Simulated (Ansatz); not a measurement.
Calculated with Ansatz (gas phase, PBE0-D4/def2-TZVP geometries, no zero-point term in ΔE). CBS: MP2 limit from def2 TZ/QZ plus the TZ coupled-cluster correction, frozen cores. DFT in def2-TZVPP. Elements past krypton have def2 core potentials. For Ge, Sn outer-core shells are correlated without core-valence functions, which leaves a few kJ/mol of doubt a bond. Scalar relativity is left out up to krypton.

`C#[C][SnH2][C]#C` + `[CH3][GeH2][CH3]` → `C#[C][SnH3]` + `C#[C][GeH]([CH3])[CH3]`  (redistribution)

`C#[C][SnH2][C]#C`:

Cartesian coordinates in Å:
```
C -1.900 -1.750 1.079
C -1.237 -0.770 0.844
Sn -0.118 0.938 0.468
C 1.275 0.465 -0.998
C 2.093 0.210 -1.847
H -2.482 -2.620 1.281
H -1.145 2.158 -0.115
H 0.700 1.389 1.886
H 2.814 -0.021 -2.597
```

`[CH3][GeH2][CH3]`:

```xyz
11

C     1.474   -0.703   -0.189
Ge   -0.009    0.160    0.747
C    -1.466    0.557   -0.495
H     2.289   -0.927    0.501
H     1.856   -0.050   -0.975
H     1.141   -1.637   -0.645
H     0.483    1.467    1.403
H    -0.524   -0.768    1.868
H    -1.117    1.224   -1.285
H    -1.833   -0.362   -0.954
H    -2.295    1.040    0.024
```

`C#[C][SnH3]`:

```xyz
7

C     1.790    0.557    1.000
C     0.773    0.241    0.432
Sn   -0.980   -0.305   -0.547
H     2.688    0.836    1.501
H    -2.169    0.857   -0.186
H    -0.660   -0.345   -2.218
H    -1.443   -1.841    0.018
```

`C#[C][GeH]([CH3])[CH3]`:

Cartesian coordinates in Å:
```
C -1.365 -0.137 2.576
C -1.014 -0.114 1.422
Ge -0.424 -0.072 -0.396
C 0.382 1.669 -0.737
C 0.852 -1.522 -0.657
H -1.679 -0.157 3.594
H -1.668 -0.278 -1.281
H -0.341 2.465 -0.554
H 0.720 1.732 -1.772
H 1.238 1.818 -0.078
H 1.711 -1.385 0.002
H 0.388 -2.482 -0.430
H 1.200 -1.536 -1.691
```

| species | r2SCAN-D4 energy (Eh) |
| --- | --- |
| `C#[C][SnH2][C]#C` | -369.01112 |
| `[CH3][GeH2][CH3]` | -2158.00396 |
| `C#[C][SnH3]` | -292.87708 |
| `C#[C][GeH]([CH3])[CH3]` | -2234.14317 |

Problem. Work out ΔE.

Solution. ΔE = (-292.87708) + (-2234.14317) − (-369.01112) − (-2158.00396) = -0.00517 Eh = -0.14 eV. CCSD(T)/CBS gives -0.07 eV.

Largest T1 diagnostic among the species: 0.014.
